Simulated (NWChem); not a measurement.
All runs are NWChem calculations. System: H6ClNOSi2, charge 0, spin multiplicity 1, at a geometry optimised with PBE/def2-SVP. The structure started from a generated list of species. Level: MP2/def2-SVP, 17 core orbitals frozen.

Job file:

```
start mol
memory heap 200 mb stack 800 mb global 1000 mb
geometry units angstroms nocenter noautoz noautosym
  N     -1.555170     1.078231    -0.692071
  Si    -0.332489     0.188933     0.162273
  O     -0.647817     0.234862     1.806073
  Si     1.913894     0.836395    -0.040182
  Cl    -0.488706    -1.748505    -0.635061
  H     -1.609030     2.094663    -0.582722
  H     -1.799516     0.795098    -1.644073
  H     -1.590162     0.096375     2.021416
  H      2.104204     2.258958     0.420166
  H      2.310854     0.757720    -1.490645
  H      2.820721    -0.059338     0.758525
end
basis spherical
  * library def2-svp
end
scf
  rhf
  nopen 0
  maxiter 100
  thresh 1e-7
  semidirect memsize 60000000 filesize 0
end
mp2
  freeze core 17
end
task mp2 energy
```

Output (cleaned and shortened):

```
             Northwest Computational Chemistry Package (NWChem) 7.3.0
             --------------------------------------------------------

                                NWChem Input Module
                                -------------------

 Scaling coordinates for geometry "geometry" by  1.889725989
 (inverse scale =  0.529177249)

                             Geometry "geometry" -> ""
                             -------------------------

 Output coordinates in angstroms (scale by  1.889725989 to convert to a.u.)

  No.       Tag          Charge          X              Y              Z
 ---- ---------------- ---------- -------------- -------------- --------------
    1 N                    7.0000    -1.55517000     1.07823100    -0.69207100
    2 Si                  14.0000    -0.33248900     0.18893300     0.16227300
    3 O                    8.0000    -0.64781700     0.23486200     1.80607300
    4 Si                  14.0000     1.91389400     0.83639500    -0.04018200
    5 Cl                  17.0000    -0.48870600    -1.74850500    -0.63506100
    6 H                    1.0000    -1.60903000     2.09466300    -0.58272200
    7 H                    1.0000    -1.79951600     0.79509800    -1.64407300
    8 H                    1.0000    -1.59016200     0.09637500     2.02141600
    9 H                    1.0000     2.10420400     2.25895800     0.42016600
   10 H                    1.0000     2.31085400     0.75772000    -1.49064500
   11 H                    1.0000     2.82072100    -0.05933800     0.75852500

 Effective nuclear repulsion energy (a.u.)     366.5930296386

            Nuclear Dipole moment (a.u.)
            ----------------------------
        X                 Y               Z
 ---------------- ---------------- ----------------
     0.0000245664    -0.0000075589    -0.0000170075


 Summary of "ao basis" -> "" (spherical)
 ------------------------------------------------------------------------------
       Tag                 Description            Shells   Functions and Types
 ---------------- ------------------------------  ------  ---------------------
[...]
     1   1 0 0     -0.630236      0.000000      0.000025
     1   0 1 0      0.842492      0.000000     -0.000008
     1   0 0 1     -0.305710      0.000000     -0.000017

     2   2 0 0    -38.688941      0.000000    368.737274
     2   1 1 0     -1.967847      0.000000     87.438987
     2   1 0 1     -0.762190      0.000000      6.709553
     2   0 2 0    -39.851530      0.000000    291.242104
     2   0 1 1     -1.934459      0.000000     51.591938
     2   0 0 2    -39.757902      0.000000    167.118385

                   NWChem MP2 Semi-direct Energy/Gradient Module
                   ---------------------------------------------

  Basis functions       =    112
  Molecular orbitals    =    112
  Frozen core           =     17
  Frozen virtuals       =      0
  Active alpha occupied =     16
  Active beta occupied  =     16
  Active alpha virtual  =     79
  Active beta virtual   =     79
  Use MO symmetry       = F
  Use skeleton AO sym   = F

  AO/Fock/Back tols     =   1.0D-09  1.0D-09  1.0D-09

 GA uses MA = F    GA memory limited = T

 Available:
  local mem=  1.15D+08
 global mem=  1.31D+08
 local disk=  0.00D+00
  mp2_memr nvloc                    79
  nvloc new                    79
   1 passes of  16:        3145728                      57821                  24990578.
   1 passes of  16: M    114683530           G      131046912           F     111537802.

 Semi-direct pass number   1 of   1  for RHF alpha+beta  at        6.1s
  vrange nnbf                  5810
  mp2_eaftype                    95  avail_ma_in_mb                   999
 EAF : mp2_eaftype filesize          95   12495289.
  mp2_eaf for mointskh                     95
Node 0 wrote     58.8 Mb in      0.0 s     Agg I/O rate:  1891.5 Mb/s
 Done moints_semi at       11.0s
  mp2_eaftype                    95  avail_ma_in_mb                   904
 EAF : mp2_eaftype filesize          95   12495289.
  mp2_eaf for kh                    95
 Done maket at       11.4s
 Done multipass loop at       11.4s

          -------------------------------------------
          SCF energy               -1169.867119053448
          Correlation energy          -0.685521303287
          Singlet pairs               -0.437121008192
          Triplet pairs               -0.248400295095
          Total MP2 energy         -1170.552640356735
          -------------------------------------------

          ---------------------------------------------------
                    Spin Component Scaled (SCS) MP2
          Same spin pairs                     -0.165600196730
          Same spin scaling factor             0.333333333333
          Opposite spin pairs                 -0.519921106557
          Opposite spin scaling fact.          1.200000000000
          SCS-MP2 correlation energy          -0.679105393445
          Total SCS-MP2 energy             -1170.546224446893
          ---------------------------------------------------

 -----------------------
 Performance information
 -----------------------

 Timer overhead =  1.97D-07 seconds/call

               Nr. of calls         CPU time (s)                 Wall time (s)                GFlops
             ---------------    -------------------     ------------------------------   -------------------
Name         Min   Avg   Max    Min     Avg     Max     Min     Avg     Max   Mx/calls   Min     Max     Sum
mp2: moin     1     1     1    4.9     4.9     4.9      4.9     4.9     4.9     4.9      0.0     0.0     0.0
mp2: make     1     1     1   0.40    0.40    0.40     0.40    0.40    0.40    0.40      0.0     0.0     0.0
mp2: tota     1     1     1    5.3     5.3     5.3      5.3     5.3     5.3     5.3      0.0     0.0     0.0

 The average no. of pstat calls per process was 3.00D+00
 with a timing overhead of 5.91D-07s

 Task  times  cpu:       11.3s     wall:       11.3s

 Total times  cpu:       11.4s     wall:       11.4s
```
